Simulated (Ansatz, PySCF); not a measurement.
Molecule: C$_{3}$H$_{5}$Cl, net charge 0, singlet state. 
Geometry from a B3LYP-D3(BJ)/def2-TZVP (Ansatz, a program for electronic structure) optimisation:
SMILES: Cl/C=C/C
```xyz
9

C     -2.4001     0.0573    -0.0666
C     -0.9526     0.4339    -0.0613
C      0.0292    -0.4473     0.0387
Cl     1.7132    -0.0083     0.0448
H     -2.8847     0.3888    -0.9890
H     -2.9297     0.5371     0.7609
H     -2.5361    -1.0211     0.0213
H     -0.7075     1.4873    -0.1443
H     -0.1263    -1.5137     0.1251
```

Dipole moments at this geometry, in debye (magnitudes).

| level | program | dipole (D) |
|---|---|---|
| HF/def2-TZVPD | PySCF | 2.22 |
| r2SCAN/def2-TZVPD | Ansatz | 2.04 |
| r2SCANh/def2-TZVPD | Ansatz | 2.06 |
| wB97M-V/def2-TZVPD | Ansatz | 2.02 |
| wB97X-V/def2-TZVPD | Ansatz | 2.07 |
| CCSD(T)/aug-cc-pV(D+d)Z | Ansatz | 1.95 |

Measured: 1.97 D (NIST CCCBDB, as tabulated in the package chemicals), a vibrational average. This is an older compilation, not checked against later work.
